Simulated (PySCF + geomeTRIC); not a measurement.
All values below come from PBE0-D3(BJ)/def2-TZVP in PySCF + geomeTRIC. fastk is a local helper that only speeds up exchange builds. No frequencies were computed at this level.

```python
import json, numpy as np
from pyscf import gto, dft
from fastk import lowrank_exchange
atoms = """
S      1.698742    -0.473396    -0.723816
Si    -0.345771    -0.615285    -0.077439
S     -1.212861     1.337567     0.151834
H      2.077508     0.454644     0.143627
H     -1.002756    -1.346268    -1.141922
H     -0.426621    -1.197224     1.246758
H     -0.788248     1.839961    -0.999060
"""
def scf(charge, spin, dm0=None):
    mol = gto.M(atom=atoms, basis='def2-tzvp', ecp={}, charge=charge, spin=spin, verbose=3, max_memory=3360)
    mf = dft.KS(mol, xc='pbe0').density_fit(auxbasis="def2-universal-jkfit")
    mf.disp = 'd3bj'
    mf.grids.level = 3
    mf.conv_tol = 1e-8
    mf.max_cycle = 60
    mf.kernel(dm0)
    if not mf.converged:
        mf = mf.newton().run(mf.mo_coeff, mf.mo_occ).undo_soscf()
    return mf
mf = scf(0, 0)
from pyscf.geomopt.geometric_solver import kernel as optimize
path = []
done, mol = optimize(mf, maxsteps=80, assert_convergence=False, callback=lambda env: path.append((env["energy"], bool(env["g_scanner"].converged))))
res = dict(converged=bool(done and path[-1][1]), energy=path[-1][0], path=[e for e, c in path], xyz=mol.atom_coords(unit="Angstrom").tolist(), nao=mol.nao)
json.dump(res, open("result.json", "w"))
```

Output:

```
converged SCF energy = -1087.97405442506
Geometry optimization cycle 1
converged SCF energy = -1087.97405442507
cycle 1: E = -1087.97405443  dE = -1087.97  norm(grad) = 0.0412292
Geometry optimization cycle 2
converged SCF energy = -1087.97643821156
cycle 2: E = -1087.97643821  dE = -0.00238379  norm(grad) = 0.00746704
Geometry optimization cycle 3
converged SCF energy = -1087.97671265805
cycle 3: E = -1087.97671266  dE = -0.000274446  norm(grad) = 0.00223421
Geometry optimization cycle 4
converged SCF energy = -1087.97678420454
cycle 4: E = -1087.9767842  dE = -7.15465e-05  norm(grad) = 0.00167954
Geometry optimization cycle 5
converged SCF energy = -1087.97681686536
cycle 5: E = -1087.97681687  dE = -3.26608e-05  norm(grad) = 0.00134337
Geometry optimization cycle 6
converged SCF energy = -1087.97683926847
cycle 6: E = -1087.97683927  dE = -2.24031e-05  norm(grad) = 0.000859813
Geometry optimization cycle 7
converged SCF energy = -1087.97684482304
cycle 7: E = -1087.97684482  dE = -5.55457e-06  norm(grad) = 0.000342041
Geometry optimization cycle 8
converged SCF energy = -1087.97684551274
cycle 8: E = -1087.97684551  dE = -6.89701e-07  norm(grad) = 7.98552e-05
Geometry optimization cycle 9
converged SCF energy = -1087.97684556685
cycle 9: E = -1087.97684557  dE = -5.41086e-08  norm(grad) = 2.03578e-05
<class 'geometric.internal.Distance'> : 6
<class 'geometric.internal.Angle'> : 8
<class 'geometric.internal.Dihedral'> : 6
<class 'geometric.internal.TranslationX'> : 1
<class 'geometric.internal.TranslationY'> : 1
<class 'geometric.internal.TranslationZ'> : 1
<class 'geometric.internal.RotationA'> : 1
<class 'geometric.internal.RotationB'> : 1
<class 'geometric.internal.RotationC'> : 1
Step    0 : Gradient = 1.558e-02/2.859e-02 (rms/max) Energy = -1087.9740544251
Step    1 : Displace = 3.092e-02/4.295e-02 (rms/max) Trust = 1.000e-01 (=) Grad = 2.822e-03/6.171e-03 (rms/max) E (change) = -1087.9764382116 (-2.384e-03) Quality = 1.158
Step    2 : Displace = 2.377e-02/3.634e-02 (rms/max) Trust = 1.414e-01 (+) Grad = 8.445e-04/1.147e-03 (rms/max) E (change) = -1087.9767126581 (-2.744e-04) Quality = 1.284
Step    3 : Displace = 2.197e-02/3.860e-02 (rms/max) Trust = 2.000e-01 (+) Grad = 6.348e-04/1.187e-03 (rms/max) E (change) = -1087.9767842045 (-7.155e-05) Quality = 1.316
Step    4 : Displace = 1.994e-02/3.569e-02 (rms/max) Trust = 2.828e-01 (+) Grad = 5.077e-04/1.028e-03 (rms/max) E (change) = -1087.9768168654 (-3.266e-05) Quality = 1.447
Step    5 : Displace = 2.240e-02/3.931e-02 (rms/max) Trust = 3.000e-01 (+) Grad = 3.250e-04/3.716e-04 (rms/max) E (change) = -1087.9768392685 (-2.240e-05) Quality = 1.273
Step    6 : Displace = 9.077e-03/1.503e-02 (rms/max) Trust = 3.000e-01 (=) Grad = 1.293e-04/1.725e-04 (rms/max) E (change) = -1087.9768448230 (-5.555e-06) Quality = 1.209
Step    7 : Displace = 1.572e-03/2.166e-03 (rms/max) Trust = 3.000e-01 (=) Grad = 3.018e-05/4.903e-05 (rms/max) E (change) = -1087.9768455127 (-6.897e-07) Quality = 1.161
Step    8 : Displace = 3.975e-04/6.160e-04 (rms/max) Trust = 3.000e-01 (=) Grad = 7.695e-06/1.252e-05 (rms/max) E (change) = -1087.9768455668 (-5.411e-08) Quality = 1.339
Converged! =D
```

Cost: about 70 core-seconds (a rough figure).
